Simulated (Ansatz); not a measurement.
Compare A (`[CH3][Ga]1[BH]O[CH2]1`) with its isomer B (`B[CH2][Ga]1[CH2][O]1`).

Program: Ansatz. Geometries: PBE0-D4/def2-TZVP. ΔE: electronic, gas phase. CCSD(T)/CBS is the MP2 limit (def2-TZVPP, def2-QZVPP) plus CCSD(T) − MP2 in def2-TZVPP, frozen cores. Functionals use def2-TZVPP. B3LYP here is the variant with VWN-RPA as its local correlation; programs differ in this. For Ga outer-core shells are correlated without core-valence functions, which leaves a few kJ/mol of doubt a bond. Scalar relativity is left out up to krypton. One conformer a species, not always the lowest.

Which is lower in electronic energy at CCSD(T)/CBS, and by how much? (Best estimate.)

The calculation gave: A, by 116.4 kJ/mol.

Give E(B) − E(A) in kJ/mol with ωB97M-V, CCSD(T)/def2-SVP, PBE-D4, B3LYP, r2SCAN-D4, MP2/def2-TZVPP, B2PLYP. (Estimate.)

Computed: ωB97M-V 122.8, CCSD(T)/def2-SVP 125.0, PBE-D4 87.1, B3LYP 95.9, r2SCAN-D4 97.4, MP2/def2-TZVPP 123.1, B2PLYP 105.1. None reverses the order clearly.

Does the order hold for the free energy at 298.15 K (harmonic terms from PBE0-D4)? (Estimate.)

The calculation gave: Yes: G(B) − G(A) = +106.0 kJ/mol, for one conformer each. Modes under 60 cm⁻¹, often nearly free rotors, make the harmonic entropy too high.

Largest T1 diagnostic: 0.018.

From PBE to PBE0 (25 % exact exchange), in def2-TZVPP and without D4, E(B) − E(A) moves by +25.0 kJ/mol. In def2-TZVPP, CCSD(T) changes the Hartree–Fock value by −21.5 kJ/mol (the triples alone add −11.8 kJ/mol) and MP2 by −22.0 kJ/mol.
